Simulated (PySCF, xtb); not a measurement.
HOSi, SMILES O=[SiH], multiplicity 2.

Harmonic wavenumbers (cm⁻¹) from xtb with GFN2-xTB at its own minimum, in rising order: 617, 1371, 2215.

Q: What does PySCF 2.14.0 with PBE0-D3(BJ)/def2-TZVPD give at its own minimum? (An estimate is asked for; the answer gives what the named calculation found.)

A: 625, 1201, 1936. Paired by order, the mean absolute difference is 152 cm⁻¹ and the zero-point energies are 6.0 and 5.4 kcal/mol.
